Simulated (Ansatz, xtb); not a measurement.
# Two isomers of C4H4BBrO

Structure X is `OB1C=CC=C1Br`, a singlet and structure Y is `OB1C=CC(Br)=C1`, a singlet. Both are isolated molecules in the gas phase, relaxed with B3LYP/def2-SVP; the shapes shown needn't be the lowest conformers.

X (Å):

```xyz
11

C     0.6831    0.0934    1.3338
C     0.3350    1.3914    1.2018
C    -0.3444    1.6983   -0.1090
C    -0.4442    0.5815   -0.8513
B     0.2133   -0.6043   -0.0033
Br   -1.2129    0.4237   -2.5731
O     0.3334   -1.8935   -0.3563
H    -0.0353   -2.0781   -1.2340
H     1.1836   -0.3148    2.2132
H     0.5048    2.1824    1.9397
H    -0.6906    2.6998   -0.3770
```

Y (Å):

| atom | x (Å) | y (Å) | z (Å) |
| --- | --- | --- | --- |
| C | -0.0874 | 0.1251 | 1.4332 |
| C | 0.0798 | 1.4164 | 1.0958 |
| C | 0.2178 | 1.5643 | -0.3993 |
| C | 0.1477 | 0.4045 | -1.0792 |
| B | -0.0624 | -0.6789 | 0.0611 |
| Br | 0.4647 | 3.2933 | -1.1325 |
| O | -0.1984 | -2.0169 | -0.0470 |
| H | -0.1596 | -2.3428 | -0.9559 |
| H | -0.2090 | -0.2247 | 2.4603 |
| H | 0.1201 | 2.2864 | 1.7562 |
| H | 0.2278 | 0.3265 | -2.1641 |

Energies in hartree; the thermal terms are from GFN2-xTB frequencies at re-optimised GFN2-xTB minima (ideal gas, soft modes damped towards free rotors, one conformer each, 298.15 K, 1 atm) and include the zero-point energy:

|  | X | Y |
| --- | --- | --- |
| E, CCSD(T)/def2-SVP | −2826.355328 | −2826.355216 |
| E, MP2/def2-SVP | −2826.279697 | −2826.280572 |
| E, MP2/def2-TZVPP | −2827.103010 | −2827.104722 |
| zero-point energy | 0.071728 | 0.071761 |
| H(298 K) − E | 0.079553 | 0.079509 |
| G(298 K) − E | 0.039434 | 0.039577 |

Question: Correct the CCSD(T) difference for the basis set by the MP2 change, then work out ΔE, ΔE₀, ΔH and ΔG for X → Y in kcal/mol (1 Eh = 627.51 kcal/mol) and the equilibrium ratio [Y]/[X].

Answer: 1. Differences Y − X: CCSD(T) +0.000112, MP2 in the small set −0.000875, MP2 in the large set −0.001712 Eh.
2. ΔE = +0.000112 + (−0.001712 − (−0.000875)) = −0.000725 Eh = −0.45 kcal/mol.
3. ΔE₀ = ΔE + ΔZPE = −0.000725 + (+0.000033) Eh = −0.43 kcal/mol.
4. ΔH = ΔE + (−0.000044) Eh = −0.48 kcal/mol.
5. ΔG = ΔE + (+0.000143) Eh = −0.37 kcal/mol, so ΔS = (ΔH − ΔG)/T = −1.6 J/(mol K).
6. kT = 0.9442 mEh, so K = [Y]/[X] = exp(−ΔG/kT) = exp(+0.62) ≈ 1.9.

The two are too close for this level to say which is favoured. An error of 1 kcal/mol in ΔG would change K by a factor of 5.4. Mirror images and further conformers aren't counted.

As drawn, both hold the same kinds of bond in the same numbers.

Other levels gave ΔE = +0.1 (GFN2-xTB); −0.2 (HF/STO-3G, GFN2-xTB geometries); −0.8 (r2SCAN-D4/def2-SVP, GFN2-xTB geometries); −0.2 (B3LYP/def2-SVP); +0.5 (HF/def2-SVP); −0.5 (MP2/def2-SVP); +0.1 (CCSD(T)/def2-SVP) kcal/mol. The correlated steps freeze 15 core orbitals; the filled d shell of Br is correlated, in a basis made for valence electrons. Programs: Ansatz 0.2.0, xtb 6.7.1.
